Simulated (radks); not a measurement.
Task: These are the eigenvalues of the occupied orbitals of an atom or ion with whole-number occupations (hartree). Calculated with a radial shooting solver on a logarithmic mesh with Libxc functionals: scalar-relativistic Kohn-Sham, LB94 model potential, spin-polarised, spherical densities, finite nucleus; Fermi nuclear charge, rms radius of each element as measured or else 0.836 A^(1/3) + 0.57 fm.

1s up: -2900.424
1s down: -2900.350
2s up: -584.0677
2s down: -584.0333
2p up: -520.1374
2p down: -520.1117
3s down: -203.2192
3s up: -203.2057
3p down: -184.4136
3p up: -184.3902
3d down: -164.3984
3d up: -164.3880
4s up: -100.9526

Which element is it, and in what charge state? The configuration may be excited. Open shells, if any, are filled with parallel spins first.

Result: Z = 77, iridium, charge +48: Ir48+ in [Ar] 3d10 4s1. The list shows which subshells hold electrons but not how many an open one holds; the 1s level, -2900.4 hartree, gives Z - s = 76.2 by -(Z - s)^2/2, which with screening and relativity narrows Z to a few neighbours, and the depths of the outer levels then fix element, charge and occupations together.
